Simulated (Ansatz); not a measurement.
`C[SiH](F)C#N` + PH₃ → `C[SiH](F)P` + `C#N` at 298.15 K and 1 bar (ligand exchange at the Si–C bond).

Gas-phase electronic energies from Ansatz, PBE0-D4/def2-TZVP geometries. CCSD(T)/CBS adds triple-zeta CCSD(T) − MP2 to the extrapolated MP2 energy (def2 sets, frozen cores). This one scheme is used for every species. Each species was taken in one conformer, which may not be the lowest.

| species | CCSD(T)/CBS energy (Eh) | H − E (kJ/mol) | S (J/(mol·K)) |
| --- | --- | --- | --- |
| `C[SiH](F)C#N` | -522.15876 | 169.6 | 333.3 |
| PH₃ | -342.72256 | 73.1 | 210.2 |
| `C[SiH](F)P` | -771.55123 | 194.3 | 339.5 |
| `C#N` | -93.32098 | 52.4 | 201.2 |

H − E and S are ideal-gas, rigid-rotor, harmonic terms from PBE0-D4/def2-TZVP, for one conformer and one mirror image of each species. 1 Eh = 2625.50 kJ/mol, R = 8.31446 J/(mol·K).

Q: By hand: ΔE, ΔH, ΔS and ΔG.

A: ΔE = (-771.55123) + (-93.32098) − (-522.15876) − (-342.72256) = 0.00911 Eh = 23.9 kJ/mol. Δ(H − E) = 194.3 + 52.4 − 169.6 − 73.1 = 4.0, so ΔH = 27.9 kJ/mol. ΔS = 339.5 + 201.2 − 333.3 − 210.2 = -2.8 J/(mol·K). ΔG = 27.9 − 298.15 × (-2.8)/1000 = 28.7 kJ/mol.

Q: By hand: the equilibrium constant, and the temperature at which ΔG would vanish if ΔH and ΔS stayed fixed.

A: log₁₀ K = −ΔG/(RT ln 10) = -5.0. ΔH and −TΔS have one sign here, so there is no such temperature.

The number of gas molecules stays the same, so ΔS is small and ΔH decides. A doubt of 5 kJ/mol in ΔE shifts log₁₀ K by 0.9 here. Other conformers and mirror images would add mixing entropy, several J/(mol·K) or more a flexible species. These are equilibria of isolated gas molecules and say nothing of rates. Largest T1 diagnostic: 0.014 (customary marks: 0.02 for closed shells, 0.045 for open ones).

ΔS is within the doubt of such terms, so its sign, and with it that verdict, could turn.
